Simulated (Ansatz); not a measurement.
`C[O][InH][Cl]` + `C#[C][InH2]` → `C[O][InH2]` + `C#[C][InH][Cl]` at 298.15 K and 1 bar (redistribution).

Gas-phase electronic energies from Ansatz, PBE0-D4/def2-TZVP geometries. CBS: MP2 limit from def2 TZ/QZ plus the TZ coupled-cluster correction, frozen cores. def2 core potentials past Kr. For In outer-core shells are correlated without core-valence functions, which leaves a few kJ/mol of doubt a bond. One conformer a species, not always the lowest.

| species | CCSD(T)/CBS energy (Eh) | H − E (kJ/mol) | S (J/(mol·K)) |
| --- | --- | --- | --- |
| `C[O][InH][Cl]` | -765.26650 | 147.5 | 358.1 |
| `C#[C][InH2]` | -267.62648 | 94.2 | 296.9 |
| `C[O][InH2]` | -306.01914 | 156.4 | 318.5 |
| `C#[C][InH][Cl]` | -726.87417 | 85.1 | 339.8 |

H − E and S are ideal-gas, rigid-rotor, harmonic terms from PBE0-D4/def2-TZVP, for one conformer and one mirror image of each species. 1 Eh = 2625.50 kJ/mol, R = 8.31446 J/(mol·K).

By hand: ΔE, ΔH, ΔS and ΔG.

ΔE = (-306.01914) + (-726.87417) − (-765.26650) − (-267.62648) = -0.00033 Eh = -0.9 kJ/mol. Δ(H − E) = 156.4 + 85.1 − 147.5 − 94.2 = -0.2, so ΔH = -1.1 kJ/mol. ΔS = 318.5 + 339.8 − 358.1 − 296.9 = 3.3 J/(mol·K). ΔG = -1.1 − 298.15 × (3.3)/1000 = -2.1 kJ/mol.

By hand: the equilibrium constant, and the temperature at which ΔG would vanish if ΔH and ΔS stayed fixed.

log₁₀ K = −ΔG/(RT ln 10) = 0.4. ΔH and −TΔS have one sign here, so there is no such temperature. One of them is within its doubt of zero, so this could turn.

TΔS isn't small against ΔH here. The sign of ΔG lies within the doubt. A doubt of 5 kJ/mol in ΔE shifts log₁₀ K by 0.9 here. Other conformers and mirror images would add mixing entropy, several J/(mol·K) or more a flexible species. These are equilibria of isolated gas molecules and say nothing of rates. Largest T1 diagnostic: 0.017 (customary marks: 0.02 for closed shells, 0.045 for open ones).
